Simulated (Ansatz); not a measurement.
Harmonic vibrations of CH4Cl2GaN (`C[NH][Ga]([Cl])[Cl]`) by finite differences.

```yaml
crystal:
  periodic: [false, false, false]
  atoms:
    - {symbol: C, position_ang: [-0.289405, -1.201572, 0.533740]}
    - {symbol: N, position_ang: [0.227429, 0.148679, 0.552484]}
    - {symbol: Ga, position_ang: [0.245869, 1.312112, -0.810688]}
    - {symbol: Cl, position_ang: [-0.552261, 0.750967, -2.700579]}
    - {symbol: Cl, position_ang: [1.058804, 3.260207, -0.565569]}
    - {symbol: H, position_ang: [-1.102895, -1.337249, 1.254943]}
    - {symbol: H, position_ang: [0.488956, -1.940254, 0.754873]}
    - {symbol: H, position_ang: [-0.688072, -1.433455, -0.455522]}
    - {symbol: H, position_ang: [0.611566, 0.440565, 1.436318]}
basis:
  gaussian: {orbitals: def2-TZVP}
hamiltonian: {xc: pbe0, dispersion: d4}
phonons: {temperatures: {t_min: 298.15, t_max: 900, t_step: 200}}
```

```sh
$ ansatz run in.yaml --threads 4 --pin off --events-out ev --progress --plain --max-ram 10444MiB
```

Shortened log:

```
Functional definition: PBE0
mean field -80002.76417161 eV, -2940.0473554853 hartree, gradient 2.7e-5 eV, S^2 0.000000; 0 other end points of the search recorded, 0 dependent functions left out
mean field -80002.76399902 eV, -2940.0473491427 hartree, gradient 1.2e-6 eV, S^2 0.000000; 0 other end points of the search recorded, 0 dependent functions left out
mean field -80002.76401247 eV, -2940.0473496370 hartree, gradient 1.2e-6 eV, S^2 0.000000; 0 other end points of the search recorded, 0 dependent functions left out
mean field -80002.76398849 eV, -2940.0473487560 hartree, gradient 1.2e-6 eV, S^2 0.000000; 0 other end points of the search recorded, 0 dependent functions left out
mean field -80002.76405313 eV, -2940.0473511313 hartree, gradient 1.2e-6 eV, S^2 0.000000; 0 other end points of the search recorded, 0 dependent functions left out
mean field -80002.76401399 eV, -2940.0473496930 hartree, gradient 1.2e-6 eV, S^2 0.000000; 0 other end points of the search recorded, 0 dependent functions left out
mean field -80002.76397110 eV, -2940.0473481169 hartree, gradient 1.2e-6 eV, S^2 0.000000; 0 other end points of the search recorded, 0 dependent functions left out
mean field -80002.76411526 eV, -2940.0473534147 hartree, gradient 1.2e-6 eV, S^2 0.000000; 0 other end points of the search recorded, 0 dependent functions left out
mean field -80002.76413293 eV, -2940.0473540638 hartree, gradient 1.2e-6 eV, S^2 0.000000; 0 other end points of the search recorded, 0 dependent functions left out
mean field -80002.76398429 eV, -2940.0473486015 hartree, gradient 1.2e-6 eV, S^2 0.000000; 0 other end points of the search recorded, 0 dependent functions left out
mean field -80002.76406281 eV, -2940.0473514872 hartree, gradient 1.2e-6 eV, S^2 0.000000; 0 other end points of the search recorded, 0 dependent functions left out
mean field -80002.76401037 eV, -2940.0473495600 hartree, gradient 1.2e-6 eV, S^2 0.000000; 0 other end points of the search recorded, 0 dependent functions left out
mean field -80002.76396495 eV, -2940.0473478908 hartree, gradient 1.2e-6 eV, S^2 0.000000; 0 other end points of the search recorded, 0 dependent functions left out
mean field -80002.76415170 eV, -2940.0473547538 hartree, gradient 1.2e-6 eV, S^2 0.000000; 0 other end points of the search recorded, 0 dependent functions left out
mean field -80002.76414687 eV, -2940.0473545763 hartree, gradient 1.2e-6 eV, S^2 0.000000; 0 other end points of the search recorded, 0 dependent functions left out
mean field -80002.76411494 eV, -2940.0473534030 hartree, gradient 1.2e-6 eV, S^2 0.000000; 0 other end points of the search recorded, 0 dependent functions left out
mean field -80002.76406334 eV, -2940.0473515066 hartree, gradient 1.2e-6 eV, S^2 0.000000; 0 other end points of the search recorded, 0 dependent functions left out
mean field -80002.76406493 eV, -2940.0473515651 hartree, gradient 1.2e-6 eV, S^2 0.000000; 0 other end points of the search recorded, 0 dependent functions left out
mean field -80002.76410081 eV, -2940.0473528837 hartree, gradient 1.2e-6 eV, S^2 0.000000; 0 other end points of the search recorded, 0 dependent functions left out
mean field -80002.76414537 eV, -2940.0473545212 hartree, gradient 1.2e-6 eV, S^2 0.000000; 0 other end points of the search recorded, 0 dependent functions left out
mean field -80002.76418116 eV, -2940.0473558364 hartree, gradient 1.2e-6 eV, S^2 0.000000; 0 other end points of the search recorded, 0 dependent functions left out
mean field -80002.76416531 eV, -2940.0473552541 hartree, gradient 1.2e-6 eV, S^2 0.000000; 0 other end points of the search recorded, 0 dependent functions left out
mean field -80002.76416612 eV, -2940.0473552836 hartree, gradient 1.2e-6 eV, S^2 0.000000; 0 other end points of the search recorded, 0 dependent functions left out
mean field -80002.76407103 eV, -2940.0473517894 hartree, gradient 1.2e-6 eV, S^2 0.000000; 0 other end points of the search recorded, 0 dependent functions left out
mean field -80002.76418831 eV, -2940.0473560990 hartree, gradient 1.2e-6 eV, S^2 0.000000; 0 other end points of the search recorded, 0 dependent functions left out
mean field -80002.76418729 eV, -2940.0473560615 hartree, gradient 1.2e-6 eV, S^2 0.000000; 0 other end points of the search recorded, 0 dependent functions left out
mean field -80002.76413858 eV, -2940.0473542715 hartree, gradient 1.2e-6 eV, S^2 0.000000; 0 other end points of the search recorded, 0 dependent functions left out
mean field -80002.76418505 eV, -2940.0473559795 hartree, gradient 1.2e-6 eV, S^2 0.000000; 0 other end points of the search recorded, 0 dependent functions left out
mean field -80002.76406931 eV, -2940.0473517261 hartree, gradient 1.2e-6 eV, S^2 0.000000; 0 other end points of the search recorded, 0 dependent functions left out
mean field -80002.76417437 eV, -2940.0473555870 hartree, gradient 1.2e-6 eV, S^2 0.000000; 0 other end points of the search recorded, 0 dependent functions left out
mean field -80002.76416256 eV, -2940.0473551529 hartree, gradient 1.2e-6 eV, S^2 0.000000; 0 other end points of the search recorded, 0 dependent functions left out
mean field -80002.76411114 eV, -2940.0473532633 hartree, gradient 1.2e-6 eV, S^2 0.000000; 0 other end points of the search recorded, 0 dependent functions left out
mean field -80002.76410956 eV, -2940.0473532050 hartree, gradient 1.2e-6 eV, S^2 0.000000; 0 other end points of the search recorded, 0 dependent functions left out
mean field -80002.76414547 eV, -2940.0473545249 hartree, gradient 1.2e-6 eV, S^2 0.000000; 0 other end points of the search recorded, 0 dependent functions left out
mean field -80002.76416066 eV, -2940.0473550832 hartree, gradient 1.2e-6 eV, S^2 0.000000; 0 other end points of the search recorded, 0 dependent functions left out
mean field -80002.76412051 eV, -2940.0473536074 hartree, gradient 1.2e-6 eV, S^2 0.000000; 0 other end points of the search recorded, 0 dependent functions left out
mean field -80002.76411848 eV, -2940.0473535330 hartree, gradient 1.2e-6 eV, S^2 0.000000; 0 other end points of the search recorded, 0 dependent functions left out
mean field -80002.76410678 eV, -2940.0473531028 hartree, gradient 1.2e-6 eV, S^2 0.000000; 0 other end points of the search recorded, 0 dependent functions left out
mean field -80002.76411514 eV, -2940.0473534100 hartree, gradient 1.2e-6 eV, S^2 0.000000; 0 other end points of the search recorded, 0 dependent functions left out
mean field -80002.76411477 eV, -2940.0473533967 hartree, gradient 1.2e-6 eV, S^2 0.000000; 0 other end points of the search recorded, 0 dependent functions left out
mean field -80002.76412126 eV, -2940.0473536352 hartree, gradient 1.2e-6 eV, S^2 0.000000; 0 other end points of the search recorded, 0 dependent functions left out
mean field -80002.76415802 eV, -2940.0473549861 hartree, gradient 1.2e-6 eV, S^2 0.000000; 0 other end points of the search recorded, 0 dependent functions left out
mean field -80002.76414990 eV, -2940.0473546878 hartree, gradient 1.2e-6 eV, S^2 0.000000; 0 other end points of the search recorded, 0 dependent functions left out
mean field -80002.76414799 eV, -2940.0473546175 hartree, gradient 1.2e-6 eV, S^2 0.000000; 0 other end points of the search recorded, 0 dependent functions left out
mean field -80002.76414311 eV, -2940.0473544381 hartree, gradient 1.2e-6 eV, S^2 0.000000; 0 other end points of the search recorded, 0 dependent functions left out
mean field -80002.76414360 eV, -2940.0473544560 hartree, gradient 1.2e-6 eV, S^2 0.000000; 0 other end points of the search recorded, 0 dependent functions left out
mean field -80002.76415681 eV, -2940.0473549416 hartree, gradient 1.2e-6 eV, S^2 0.000000; 0 other end points of the search recorded, 0 dependent functions left out
mean field -80002.76409439 eV, -2940.0473526478 hartree, gradient 1.2e-6 eV, S^2 0.000000; 0 other end points of the search recorded, 0 dependent functions left out
mean field -80002.76407144 eV, -2940.0473518042 hartree, gradient 1.2e-6 eV, S^2 0.000000; 0 other end points of the search recorded, 0 dependent functions left out
mean field -80002.76415588 eV, -2940.0473549073 hartree, gradient 1.2e-6 eV, S^2 0.000000; 0 other end points of the search recorded, 0 dependent functions left out
mean field -80002.76414061 eV, -2940.0473543460 hartree, gradient 1.2e-6 eV, S^2 0.000000; 0 other end points of the search recorded, 0 dependent functions left out
mean field -80002.76415050 eV, -2940.0473547095 hartree, gradient 1.2e-6 eV, S^2 0.000000; 0 other end points of the search recorded, 0 dependent functions left out
mean field -80002.76413891 eV, -2940.0473542839 hartree, gradient 1.2e-6 eV, S^2 0.000000; 0 other end points of the search recorded, 0 dependent functions left out
mean field -80002.76406846 eV, -2940.0473516946 hartree, gradient 1.2e-6 eV, S^2 0.000000; 0 other end points of the search recorded, 0 dependent functions left out
mean field -80002.76404846 eV, -2940.0473509596 hartree, gradient 1.2e-6 eV, S^2 0.000000; 0 other end points of the search recorded, 0 dependent functions left out
Total energy: -80002.96872299 eV, -2940.0548726099 hartree
Atom 0 at    -0.289405    -1.201572     0.533740 Å, force    -0.000456    -0.001082     0.001317 eV/Å
Atom 1 at     0.227429     0.148679     0.552484 Å, force    -0.002458    -0.003708    -0.002067 eV/Å
Atom 2 at     0.245869     1.312112    -0.810688 Å, force    -0.000693     0.000594    -0.000588 eV/Å
Atom 3 at    -0.552261     0.750967    -2.700579 Å, force     0.000934     0.000490     0.001917 eV/Å
Atom 4 at     1.058804     3.260207    -0.565569 Å, force     0.000800     0.001274     0.000142 eV/Å
Atom 5 at    -1.102895    -1.337249     1.254943 Å, force     0.001290    -0.000729    -0.001972 eV/Å
Atom 6 at     0.488956    -1.940254     0.754873 Å, force    -0.002044     0.001526    -0.000328 eV/Å
Atom 7 at    -0.688072    -1.433455    -0.455522 Å, force     0.001194    -0.000386     0.002692 eV/Å
Atom 8 at     0.611566     0.440565     1.436318 Å, force     0.001434     0.002021    -0.001115 eV/Å
Dipole moment:    -0.003144    -0.365553     0.436197 e Å
Vibrations: 93.66 96.93 123.43 129.20 157.90 299.45 402.51 440.36 456.02 670.70 1098.49 1138.98 1150.59 1397.28 1461.34 1486.34 1513.30 3018.50 3069.18 3122.84 3636.45 cm⁻¹, zero-point energy 1.547537 eV
```

Run time 2.4 min (4 threads of an Arm Neoverse V2 on a shared host); peak host memory 0.69 GiB.
